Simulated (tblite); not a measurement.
Compound: C6H15NOSi.
Numbering: `[CH3:1][CH2:2][NH:3][SiH2:4][C@H:5]([CH3:6])[C:7]([CH3:8])=[O:9]` (hydrogens: H10, H11, H12 on C1; H13, H14 on C2; H15 on N3; H16, H17 on Si4; H18 on C5; H19, H20, H21 on C6; H22, H23, H24 on C8)

Computed with GFN2-xTB (tblite), gas phase: L-BFGS steps from a force-field or distance-geometry start until the largest atomic force falls under 0.01 eV/Å.

Step 34: E = -795.0414 eV
```
atom  x, y, z in Å  |  force x, y, z in eV/Å
C1      3.1121    0.4278   -0.4027   -0.038  -0.016   0.007
C2      2.6297   -0.9716   -0.7730   -0.034  -0.020   0.040
N3      1.2283   -1.1948   -0.4672   -0.012   0.034   0.001
Si4     0.4409   -0.9159    1.0213   -0.024  -0.025   0.021
C5     -1.2700   -0.0631    0.8520   -0.065   0.010  -0.022
C6     -2.3777   -0.9733    0.3233    0.005  -0.111   0.013
C7     -1.1765    1.1903    0.0301    0.038   0.084  -0.003
C8     -2.4415    2.0041   -0.0853   -0.008   0.034  -0.021
O9     -0.1453    1.5494   -0.4855    0.043  -0.012   0.012
H10     4.0974    0.6203   -0.8215   -0.026  -0.054  -0.033
H11     3.1736    0.5190    0.6766   -0.005   0.065   0.008
H12     2.4097    1.1652   -0.7766   -0.021   0.027   0.001
H13     3.2318   -1.7044   -0.2223    0.056  -0.075  -0.085
H14     2.7729   -1.1269   -1.8455    0.038  -0.058   0.059
H15     0.6801   -1.4635   -1.2659   -0.004   0.084  -0.028
H16     1.2461   -0.0676    1.8947    0.025  -0.001   0.024
H17     0.1452   -2.1897    1.7171    0.058   0.034  -0.017
H18    -1.5578    0.2533    1.8590   -0.053  -0.010   0.034
H19    -2.2300   -1.1797   -0.7347    0.010  -0.003  -0.017
H20    -3.3716   -0.5458    0.4568    0.057  -0.008   0.008
H21    -2.3586   -1.9179    0.8564    0.023  -0.111   0.038
H22    -2.6673    2.4284    0.8920   -0.019   0.035  -0.035
H23    -2.3098    2.8032   -0.8103    0.000   0.032   0.041
H24    -3.2732    1.3733   -0.3810   -0.047   0.066  -0.047
```

Step 35: E = -795.0502 eV
```
atom  x, y, z in Å  |  force x, y, z in eV/Å
C1      3.1094    0.4199   -0.4181   -0.040  -0.007   0.008
C2      2.6090   -0.9833   -0.7691    0.052   0.068   0.033
N3      1.2077   -1.1976   -0.4506   -0.028  -0.044  -0.167
Si4     0.4435   -0.9140    1.0526    0.009   0.138  -0.106
C5     -1.2704   -0.0658    0.8670    0.041   0.105  -0.015
C6     -2.3592   -0.9801    0.3030    0.064   0.025   0.046
C7     -1.1647    1.1963    0.0504   -0.077  -0.005  -0.018
C8     -2.4392    1.9963   -0.0852    0.001  -0.026   0.010
O9     -0.1300    1.5604   -0.4533    0.045  -0.012   0.040
H10     4.0874    0.6047   -0.8673   -0.143  -0.077   0.060
H11     3.1935    0.5173    0.6623    0.020   0.055  -0.101
H12     2.4017    1.1628   -0.7779    0.026  -0.038   0.011
H13     3.2194   -1.7110   -0.2166   -0.052  -0.046  -0.105
H14     2.7484   -1.1468   -1.8425    0.002  -0.077   0.113
H15     0.6387   -1.3772   -1.2669    0.109   0.149   0.188
H16     1.2533   -0.0526    1.9140   -0.011  -0.033   0.005
H17     0.1582   -2.1800    1.7478    0.043  -0.076   0.044
H18    -1.5759    0.2505    1.8716   -0.061  -0.070  -0.046
H19    -2.1659   -1.1833   -0.7509   -0.049  -0.043   0.092
H20    -3.3494   -0.5348    0.4010    0.028  -0.088  -0.024
H21    -2.3677   -1.9191    0.8481    0.034  -0.083  -0.030
H22    -2.6917    2.4034    0.8930   -0.020   0.054  -0.051
H23    -2.3147    2.8031   -0.8026    0.038   0.035   0.055
H24    -3.2531    1.3510   -0.4018   -0.030   0.096  -0.044
```

Step 36: E = -795.0542 eV
```
atom  x, y, z in Å  |  force x, y, z in eV/Å
C1      3.1082    0.4182   -0.4212   -0.039  -0.002   0.009
C2      2.6033   -0.9846   -0.7672    0.059   0.063   0.019
N3      1.2017   -1.1953   -0.4493    0.039  -0.032  -0.069
Si4     0.4436   -0.9122    1.0577    0.010   0.150  -0.106
C5     -1.2715   -0.0654    0.8708    0.067   0.096  -0.007
C6     -2.3542   -0.9833    0.2999    0.072   0.056   0.056
C7     -1.1628    1.1978    0.0543   -0.090  -0.035  -0.014
C8     -2.4383    1.9956   -0.0856    0.006  -0.026   0.008
O9     -0.1264    1.5610   -0.4462    0.031  -0.005   0.045
H10     4.0836    0.5989   -0.8773   -0.135  -0.069   0.066
H11     3.1985    0.5181    0.6583    0.024   0.050  -0.094
H12     2.4010    1.1631   -0.7775    0.021  -0.044   0.004
H13     3.2136   -1.7130   -0.2153   -0.065  -0.042  -0.087
H14     2.7434   -1.1517   -1.8397   -0.006  -0.075   0.094
H15     0.6315   -1.3589   -1.2650    0.052   0.133   0.106
H16     1.2549   -0.0499    1.9178   -0.018  -0.037  -0.001
H17     0.1643   -2.1798    1.7521    0.038  -0.074   0.046
H18    -1.5822    0.2501    1.8745   -0.056  -0.079  -0.062
H19    -2.1515   -1.1845   -0.7526   -0.056  -0.056   0.095
H20    -3.3435   -0.5352    0.3901    0.005  -0.100  -0.027
H21    -2.3684   -1.9224    0.8458    0.044  -0.059  -0.043
H22    -2.6968    2.3995    0.8919   -0.022   0.057  -0.035
H23    -2.3149    2.8046   -0.8001    0.052   0.044   0.044
H24    -3.2490    1.3494   -0.4079   -0.034   0.086  -0.044
```

Step 37: E = -795.0684 eV
```
atom  x, y, z in Å  |  force x, y, z in eV/Å
C1      3.1014    0.4069   -0.4442   -0.016   0.011   0.023
C2      2.5695   -0.9931   -0.7578    0.060   0.017  -0.036
N3      1.1678   -1.1866   -0.4339   -0.041  -0.070  -0.134
Si4     0.4455   -0.8996    1.0926    0.030   0.105  -0.070
C5     -1.2727   -0.0616    0.8964    0.072   0.014  -0.009
C6     -2.3205   -0.9946    0.2781    0.060   0.145   0.035
C7     -1.1501    1.2049    0.0813   -0.100  -0.100   0.005
C8     -2.4326    1.9855   -0.0865   -0.020   0.002   0.011
O9     -0.1029    1.5694   -0.3968   -0.073   0.011   0.070
H10     4.0591    0.5650   -0.9425   -0.103  -0.032   0.089
H11     3.2341    0.5196    0.6291    0.037   0.028  -0.064
H12     2.3953    1.1629   -0.7761   -0.013  -0.056  -0.043
H13     3.1750   -1.7234   -0.2053   -0.102  -0.030  -0.001
H14     2.7058   -1.1863   -1.8243   -0.026  -0.062  -0.005
H15     0.5759   -1.2319   -1.2547    0.171   0.158   0.238
H16     1.2636   -0.0312    1.9426   -0.040  -0.035  -0.002
H17     0.2002   -2.1786    1.7878    0.031   0.016   0.002
H18    -1.6203    0.2470    1.8920   -0.016  -0.118  -0.128
H19    -2.0545   -1.1929   -0.7639   -0.114  -0.091   0.196
H20    -3.3104   -0.5368    0.3089    0.019  -0.175  -0.031
H21    -2.3731   -1.9343    0.8276    0.103   0.074  -0.105
H22    -2.7326    2.3695    0.8871   -0.013   0.036  -0.023
H23    -2.3143    2.8093   -0.7827    0.116   0.073   0.008
H24    -3.2209    1.3309   -0.4468   -0.022   0.077  -0.027
```

Task: Estimate the geometry and energy of step 38. (The exact step hangs on the optimiser's Hessian estimate; all steps are aligned on step 37, rigid shifts and turns removed.)

Result: E = -795.0750 eV, largest force 0.478 eV/Å
```
atom  x, y, z in Å  |  force x, y, z in eV/Å
C1      3.0966    0.4034   -0.4487   -0.011   0.018   0.013
C2      2.5588   -0.9917   -0.7521    0.003  -0.086  -0.074
N3      1.1559   -1.1744   -0.4369    0.246  -0.076   0.403
Si4     0.4439   -0.8905    1.0939    0.035  -0.038   0.064
C5     -1.2760   -0.0571    0.9041    0.064  -0.101  -0.001
C6     -2.3075   -1.0021    0.2791    0.019   0.101   0.043
C7     -1.1511    1.2061    0.0862   -0.035  -0.099   0.035
C8     -2.4301    1.9876   -0.0886   -0.022   0.066  -0.031
O9     -0.0973    1.5663   -0.3819   -0.136   0.035   0.059
H10     4.0449    0.5468   -0.9575    0.065   0.031   0.009
H11     3.2447    0.5266    0.6173    0.042   0.003   0.082
H12     2.3966    1.1649   -0.7740   -0.082  -0.029  -0.093
H13     3.1553   -1.7305   -0.2049   -0.070  -0.019   0.115
H14     2.6983   -1.1999   -1.8122   -0.029  -0.024  -0.147
H15     0.5699   -1.1974   -1.2441   -0.176   0.143  -0.293
H16     1.2652   -0.0302    1.9468   -0.029  -0.003   0.006
H17     0.2233   -2.1849    1.7884    0.017   0.151  -0.064
H18    -1.6398    0.2458    1.8940    0.023  -0.094  -0.093
H19    -2.0316   -1.1990   -0.7560   -0.061  -0.109   0.047
H20    -3.2981   -0.5523    0.2935   -0.084  -0.120  -0.009
H21    -2.3663   -1.9480    0.8196    0.142   0.140  -0.059
H22    -2.7418    2.3696    0.8801   -0.021   0.020   0.057
H23    -2.3088    2.8187   -0.7743    0.154   0.089  -0.039
H24    -3.2167    1.3423   -0.4640   -0.053   0.001  -0.029
```

The energy changes by -0.0066 eV. The first-order estimate −F·Δx gives -0.0190 eV and the mean of the old and new forces, exact on a quadratic surface, -0.0066 eV. The step makes an angle of 71° with the force vector and moves no atom by more than 0.037 Å.

The cost below is that of the whole relaxation. Hardware: an Arm Neoverse N1 with one thread, no GPU, shared host. Cost: 4.8 s wall.
